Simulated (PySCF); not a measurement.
Partial charges of `CC/C=C\C#CCC(F)(F)F`

Compound: C8H9F3.
Cartesian coordinates in Å at the GFN2-xTB level; atoms count from 1:
```xyz
20
C8H9F3 angstrom
C     -2.7084    0.8362    0.7909
C     -1.8553    0.6888   -0.4698
C     -1.9419   -0.6975   -1.0157
C     -0.9186   -1.5454   -1.1126
C      0.3979   -1.2291   -0.7204
C      1.5353   -1.0064   -0.3980
C      2.8798   -0.6574    0.0184
C      2.8815    0.7153    0.6719
F      2.4488    1.6795   -0.1523
F      4.1174    1.0742    1.0626
F      2.1077    0.7683    1.7645
H     -2.6641    1.8588    1.1565
H     -2.3424    0.1742    1.5722
H     -3.7470    0.5866    0.5843
H     -2.2182    1.3912   -1.2259
H     -0.8171    0.9350   -0.2425
H     -2.9250   -1.0199   -1.3326
H     -1.0523   -2.5428   -1.5119
H      3.2611   -1.3780    0.7476
H      3.5556   -0.6211   -0.8411
```

Density: PBE0/pcSseg-1 (PySCF); schemes: Mulliken, IAO, Hirshfeld and ESP-fitted. One conformer (not necessarily the lowest) at the GFN2-xTB geometry, without solvent, vibrations or thermal averaging.

Task: Atoms with like bonding are taken together and averaged. Do the Mulliken, IAO, Hirshfeld and ESP-fitted schemes agree on where the charge is lowest?

Result: The schemes don't all agree: Mulliken C1 (-0.283); IAO C1 (-0.413); Hirshfeld C1 (-0.113); ESP-fitted C7 (-0.491).

Task: Do the Mulliken, IAO, Hirshfeld and ESP-fitted schemes agree on where the charge is highest?

Result: All schemes agree: Mulliken C8 (+0.769); IAO C8 (+0.818); Hirshfeld C8 (+0.266); ESP-fitted C8 (+0.663).

Task: At which atom do the 4 schemes differ most?

Result: At C2: from -0.260 (IAO) to +0.460 e (ESP-fitted), 0.720 e apart.

Task: What partial charge does each atom carry?

Result: In e; atoms taken as equivalent share a row and are averaged (×n: the atom named and its like, n in all):

| atom | environment | Mulliken | IAO | Hirshfeld | ESP-fitted |
| --- | --- | --- | --- | --- | --- |
| C1 | methyl carbon | -0.283 | -0.413 | -0.113 | -0.391 |
| C2 | allylic carbon | -0.213 | -0.260 | -0.065 | +0.460 |
| C3 | alkene CH carbon | -0.155 | -0.105 | -0.016 | -0.321 |
| C4 | alkene CH carbon | -0.220 | -0.188 | -0.051 | -0.169 |
| C5 | alkyne carbon | +0.069 | -0.031 | -0.043 | -0.113 |
| C6 | alkyne carbon | -0.130 | -0.074 | -0.064 | +0.034 |
| C7 | propargylic carbon | -0.243 | -0.317 | -0.074 | -0.491 |
| C8 | CF3 carbon | +0.769 | +0.818 | +0.266 | +0.663 |
| F9/F10/F11 | fluorine of a CF3 group | -0.267 | -0.282 | -0.095 | -0.204 |
| H12/H13/H14 | methyl hydrogen | +0.117 | +0.142 | +0.041 | +0.093 |
| H15/H16 | methylene hydrogen | +0.139 | +0.148 | +0.040 | -0.055 |
| H17 | vinylic hydrogen | +0.105 | +0.148 | +0.050 | +0.157 |
| H18 | vinylic hydrogen | +0.117 | +0.170 | +0.057 | +0.179 |
| H19/H20 | methylene hydrogen | +0.178 | +0.190 | +0.068 | +0.217 |

Mean size of the charges over all atoms: IAO 0.224 e, ESP-fitted 0.221 e, Mulliken 0.204 e, Hirshfeld 0.071 e. Each set sums to the total charge, 0, to within 0.001 e. The Mulliken scheme gives each basis function's population to the atom it is centred on and halves the overlap population of two atoms between them.

Some averages cover members that differ in this geometry: F9/F10/F11, ESP-fitted -0.226 to -0.188; H12/H13/H14, ESP-fitted +0.081 to +0.114 e.

Task: How many electrons does the Mulliken scheme count on C7?

Result: Z − q = 6 − (-0.243) = 6.243.

Task: How closely do the schemes follow one another over all atoms?

Result: Correlation coefficient and root-mean-square difference: Mulliken with IAO 0.99, 0.051 e; IAO with Hirshfeld 0.98, 0.191 e; Mulliken with Hirshfeld 0.97, 0.166 e; IAO with ESP-fitted 0.75, 0.194 e; Hirshfeld with ESP-fitted 0.75, 0.217 e; Mulliken with ESP-fitted 0.74, 0.191 e.
